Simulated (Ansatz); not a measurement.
Ansatz results at the PBE0-D4/def2-TZVP geometry: HOMO–LUMO gap (PBE/def2-TZVPP) 4.76 eV; size of the dipole moment (PBE/def2-TZVPP) 0.65 D; HOMO–LUMO gap (PBE0/def2-TZVPP) 6.81 eV.

Each molecule was computed in one conformer, which needn't be the lowest.

Q: Which molecule gave them?
A. `C[Se][Se][SiH3]`
B. `OB(O)[Se]C(F)(F)F`
C. `CC[Se]C`
D. `CC[Se]B(O)O`

A: D. The others give `C[Se][Se][SiH3]`: 3.09, 1.52, 5.07; `CC[Se]C`: 4.30, 1.53, 6.34; `OB(O)[Se]C(F)(F)F`: 5.06, 1.60, 7.24.
